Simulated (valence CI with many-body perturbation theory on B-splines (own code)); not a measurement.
Hf66+: electric-dipole lines

Calculated by valence CI with perturbative core correlation (CI+MBPT): four valence electrons over a frozen Dirac-Fock core [He], radial functions for each j: 11 s, 11 p, 9 d, 7 f, 5 g, 2 h, 1 i, with the one-electron correlation potential Σ1, the two-electron term Σ2, the three-electron term Σ3, Breit, model QED; selected CI, second order for the rest (own B-spline code, finite nucleus).

No measured spectrum was set against this ion. As an estimate, large intervals hold to a few tenths of a per cent, small ones and those within an open d or f shell to about a per cent. Among the levels kept, up to 290 cm⁻¹ of a level comes from second order outside the variational space, and about a tenth of that is noise between levels of different J, which matters for small intervals.

Lines 201 to 249 of 249 in falling wavelength, among levels below 879.35 Ry, chosen from the strongest by gf and those to the six lowest levels. Wavelengths and rates use the calculated energies. Electric multipoles are in the length gauge, E1 and E2 with the static RPA response of the core. Weak lines are less certain than strong ones. Lines between different terms over intervals too small for the method are left out, as are lines whose strength nearly cancels. The highest levels of a list are the least certain.

Levels are named by their leading jj configuration (3d3/2^4 stands for four electrons in 3d with j = 3/2), which in mixed levels can hold well under half, so a name can repeat and another be missing. Letters in brackets count levels of one name in rising energy.

```
λ vac (nm)                           Upper                   Lower   A (s⁻¹)  log gf  Branch %
    0.1210  (2s 2p1/2 2p3/2 3d3/2) J=3 [a]  (2s 2p1/2^2 2p3/2) J=2  3.58e+14   -0.26      85.1
    0.1209  (2s 2p1/2 2p3/2 3d3/2) J=2 [c]  (2s 2p1/2^2 2p3/2) J=1  5.28e+12   -2.24       1.8
    0.1208  (2s 2p1/2 2p3/2 3d3/2) J=1 [c]  (2s 2p1/2^2 2p3/2) J=1  2.57e+14   -0.77      46.9
    0.1207  (2s 2p1/2 2p3/2 3d5/2) J=2 [a]  (2s 2p1/2^2 2p3/2) J=1  4.08e+13   -1.35       4.6
    0.1205  (2s 2p1/2 2p3/2 3d3/2) J=1 [d]  (2s 2p1/2^2 2p3/2) J=1  9.02e+14   -0.23      77.9
    0.1205  (2s 2p1/2 2p3/2 3d3/2) J=3 [b]  (2s 2p1/2^2 2p3/2) J=2  1.33e+15    0.31      93.8
    0.1205  (2s 2p1/2 2p3/2 3d3/2) J=2 [d]  (2s 2p1/2^2 2p3/2) J=1  1.58e+15    0.24      86.0
    0.1204  (2s 2p1/2 2p3/2 3d3/2) J=2 [b]  (2s 2p1/2^2 2p3/2) J=2  1.34e+15    0.16      84.4
    0.1204  (2s 2p1/2 2p3/2 3d3/2) J=0 [b]  (2s 2p1/2^2 2p3/2) J=1  1.73e+15   -0.42      81.8
    0.1204  (2s 2p1/2 2p3/2 3d5/2) J=1 [a]  (2s 2p1/2^2 2p3/2) J=1  4.83e+14   -0.50      27.8
    0.1203  (2s 2p1/2 2p3/2 3d3/2) J=1 [b]  (2s 2p1/2^2 2p3/2) J=2  1.43e+15   -0.03      89.0
    0.1201          (2s^2 2p1/2 3d3/2) J=1      (2s^2 2p1/2^2) J=0  1.68e+15    0.04      87.4
    0.1201  (2s 2p1/2 2p3/2 3d5/2) J=2 [b]  (2s 2p1/2^2 2p3/2) J=1  1.42e+13   -1.81       1.1
    0.1200          (2s^2 2p3/2 3d3/2) J=2  (2s^2 2p1/2 2p3/2) J=2  6.32e+14   -0.17      45.5
    0.1200  (2s 2p1/2 2p3/2 3d5/2) J=1 [b]  (2s 2p1/2^2 2p3/2) J=1  6.48e+13   -1.38       4.7
    0.1199          (2s^2 2p3/2 3d3/2) J=3  (2s^2 2p1/2 2p3/2) J=2  1.27e+15    0.28      98.2
    0.1199      (2s 2p1/2 2p3/2 3d5/2) J=0  (2s 2p1/2^2 2p3/2) J=1  1.68e+13   -2.44       1.2
    0.1199          (2s^2 2p3/2 3d3/2) J=1  (2s^2 2p1/2 2p3/2) J=2  2.21e+14   -0.85      13.3
    0.1198          (2s^2 2p3/2 3d3/2) J=2  (2s^2 2p1/2 2p3/2) J=1  6.38e+14   -0.16      45.9
    0.1198  (2s 2p1/2 2p3/2 3d3/2) J=3 [c]  (2s 2p1/2^2 2p3/2) J=2  1.58e+13   -1.62      12.9
    0.1197  (2s 2p1/2 2p3/2 3d5/2) J=2 [a]  (2s 2p1/2^2 2p3/2) J=2  4.29e+12   -2.34       0.5
    0.1197          (2s^2 2p3/2 3d3/2) J=1  (2s^2 2p1/2 2p3/2) J=1  1.05e+15   -0.17      63.4
    0.1197  (2s 2p1/2 2p3/2 3d5/2) J=3 [a]  (2s 2p1/2^2 2p3/2) J=2  2.77e+13   -1.38       1.5
    0.1196          (2p1/2^2 2p3/2 3s) J=2  (2s^2 2p1/2 2p3/2) J=2  9.07e+12   -2.01       7.2
    0.1196          (2s^2 2p3/2 3d3/2) J=0  (2s^2 2p1/2 2p3/2) J=1  1.28e+15   -0.56      99.9
    0.1195          (2p1/2^2 2p3/2 3s) J=1  (2s^2 2p1/2 2p3/2) J=2  1.89e+13   -1.92       7.3
    0.1194          (2p1/2^2 2p3/2 3s) J=2  (2s^2 2p1/2 2p3/2) J=1  1.33e+13   -1.85      10.5
    0.1193          (2p1/2^2 2p3/2 3s) J=1  (2s^2 2p1/2 2p3/2) J=1  8.11e+12   -2.28       3.1
    0.1193  (2s 2p1/2 2p3/2 3d5/2) J=3 [b]  (2s 2p1/2^2 2p3/2) J=2  2.09e+12   -2.50       0.2
    0.1189  (2s 2p1/2 2p3/2 3p3/2) J=3 [a]  (2s^2 2p1/2 2p3/2) J=2  3.58e+13   -1.28      31.7
    0.1187          (2s^2 2p3/2 3d5/2) J=3  (2s^2 2p1/2 2p3/2) J=2  1.11e+13   -1.78       0.5
    0.1186  (2s 2p1/2 2p3/2 3p3/2) J=2 [a]  (2s^2 2p1/2 2p3/2) J=2  5.36e+13   -1.25      16.8
    0.1185  (2s 2p1/2 2p3/2 3p3/2) J=1 [a]  (2s^2 2p1/2 2p3/2) J=1  3.02e+14   -0.72      90.2
    0.1184  (2s 2p1/2 2p3/2 3p3/2) J=2 [a]  (2s^2 2p1/2 2p3/2) J=1  2.34e+14   -0.61      73.6
    0.1182  (2s 2p1/2 2p3/2 3p3/2) J=2 [b]  (2s^2 2p1/2 2p3/2) J=2  2.33e+14   -0.61      88.2
    0.1182  (2s 2p1/2 2p3/2 3p3/2) J=0 [a]  (2s^2 2p1/2 2p3/2) J=1  4.89e+14   -0.99      99.1
    0.1181  (2s 2p1/2 2p3/2 3p3/2) J=3 [b]  (2s^2 2p1/2 2p3/2) J=2  2.75e+14   -0.39      89.3
    0.1181  (2s 2p1/2 2p3/2 3p3/2) J=1 [b]  (2s^2 2p1/2 2p3/2) J=2  4.65e+14   -0.53      94.2
    0.1180          (2s 2p1/2^2 3p3/2) J=1      (2s^2 2p1/2^2) J=0  4.81e+14   -0.52      99.4
    0.1180  (2s 2p1/2 2p3/2 3p3/2) J=2 [b]  (2s^2 2p1/2 2p3/2) J=1  2.20e+13   -1.64       8.3
    0.1179  (2s 2p1/2 2p3/2 3p3/2) J=1 [b]  (2s^2 2p1/2 2p3/2) J=1  1.13e+13   -2.15       2.3
    0.1175  (2s 2p1/2 2p3/2 3p3/2) J=2 [c]  (2s^2 2p1/2 2p3/2) J=2  2.56e+13   -1.58       9.1
    0.1175  (2s 2p1/2 2p3/2 3p3/2) J=3 [c]  (2s^2 2p1/2 2p3/2) J=2  1.88e+14   -0.56      88.1
    0.1173  (2s 2p1/2 2p3/2 3p3/2) J=2 [c]  (2s^2 2p1/2 2p3/2) J=1  2.41e+14   -0.61      85.9
    0.1173  (2s 2p1/2 2p3/2 3p3/2) J=2 [d]  (2s^2 2p1/2 2p3/2) J=2  1.93e+14   -0.70      90.2
    0.1173  (2s 2p1/2 2p3/2 3p3/2) J=1 [c]  (2s^2 2p1/2 2p3/2) J=2  5.13e+13   -1.50      22.3
    0.1171  (2s 2p1/2 2p3/2 3p3/2) J=2 [d]  (2s^2 2p1/2 2p3/2) J=1  5.19e+12   -2.27       2.4
    0.1171  (2s 2p1/2 2p3/2 3p3/2) J=1 [c]  (2s^2 2p1/2 2p3/2) J=1  1.62e+14   -1.00      70.2
    0.1170  (2s 2p1/2 2p3/2 3p3/2) J=1 [d]  (2s^2 2p1/2 2p3/2) J=1  1.43e+13   -2.06      39.0
```

**Question.** How does gf follow from A for the line at 0.1184 nm?

**Answer.** gf = 1.4992 × (2J+1)_upper × A / σ², with σ = 84492148 cm⁻¹ and 2J+1 = 5: gf = 0.246.
